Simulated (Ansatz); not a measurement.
Input (CCSDT(Q)/cc-pVDZ; Ansatz, a quantum-chemistry and plane-wave program):

Ansatz 0.2 input:
```yaml
crystal:
  periodic: [false, false, false]
  atoms:
    - {symbol: B, position_ang: [-1.25011997, 0.32720635, -0.28956014]}
    - {symbol: Ge, position_ang: [0.55042236, -0.41666152, 0.31674630]}
    - {symbol: H, position_ang: [1.85051407, 0.39862225, 0.15298560]}
    - {symbol: H, position_ang: [0.65659119, -1.36324306, 1.52133025]}
    - {symbol: H, position_ang: [-2.25146657, -0.21915381, 0.05534673]}
    - {symbol: O, position_ang: [-1.38210437, 1.38376058, -1.12771892]}
    - {symbol: H, position_ang: [-0.56171956, 1.81082669, -1.39599223]}
basis:
  gaussian:
    orbitals: cc-pVDZ
magnetization: {spin_polarized: true, initial_magnetization: 1}
correlation: {method: ccsdt_q, electrons: outside_noble_gas}
```

Output:

```
Functional definition: HF
integrals: 0.13 GiB planned
1448 factors; integrals over basis functions are off by at most 1.9e-7 eV
mean field: 0.49 GiB planned
mean field evaluation 1: about -59242.6689 eV, gradient 2.1e1 eV
mean field evaluation 2: about -59242.7237 eV, gradient 2.1e1 eV
mean field evaluation 4: about -59245.0834 eV, gradient 2.3e0 eV
mean field evaluation 8: about -59245.1669 eV, gradient 3.9e-1 eV
mean field evaluation 16: about -59245.1726 eV, gradient 2.1e-6 eV
mean field evaluation 32: about -59239.6956 eV, gradient 9.6e-1 eV
mean field -59245.17264079 eV, -2177.2199367288 hartree, gradient 2.1e-6 eV, S^2 0.763638; 0 other end points of the search recorded, 0 dependent functions left out
16 core orbitals not correlated
reference -59245.17264079 eV, -2177.2199367288 hartree; 9, 8 occupied and 50, 51 virtual orbitals, 1448 factors
second order -9.62793923 eV of doubles, -0.00000000 eV of singles
coupled cluster: 3.70 GiB planned
cycle   1  -10.21750294 eV  change   -5.9e-1 eV  update   9.9e-2
cycle   2  -10.67642716 eV  change   -4.6e-1 eV  update   4.5e-2
cycle   3  -10.95406788 eV  change   -2.8e-1 eV  update   2.6e-2
cycle   4  -10.94569782 eV  change    8.4e-3 eV  update   8.8e-3
cycle   5  -10.93774622 eV  change    8.0e-3 eV  update   5.1e-3
cycle   6  -10.94088181 eV  change   -3.1e-3 eV  update   2.3e-3
cycle   7  -10.94159105 eV  change   -7.1e-4 eV  update   1.2e-3
cycle   8  -10.94095158 eV  change    6.4e-4 eV  update   6.4e-4
cycle   9  -10.94110898 eV  change   -1.6e-4 eV  update   3.7e-4
cycle  10  -10.94144153 eV  change   -3.3e-4 eV  update   2.0e-4
cycle  11  -10.94113098 eV  change    3.1e-4 eV  update   1.1e-4
cycle  12  -10.94114312 eV  change   -1.2e-5 eV  update   5.4e-5
cycle  13  -10.94117530 eV  change   -3.2e-5 eV  update   3.0e-5
cycle  14  -10.94118180 eV  change   -6.5e-6 eV  update   1.6e-5
cycle  15  -10.94120566 eV  change   -2.4e-5 eV  update   7.6e-6
cycle  16  -10.94120962 eV  change   -4.0e-6 eV  update   3.4e-6
cycle  17  -10.94120758 eV  change    2.0e-6 eV  update   1.7e-6
cycle  18  -10.94120727 eV  change    3.1e-7 eV  update   9.8e-7
perturbative correction -0.02226431 eV, -0.0008181982 hartree
Total energy: -59256.13611237 eV, -2177.6228368779 hartree
```
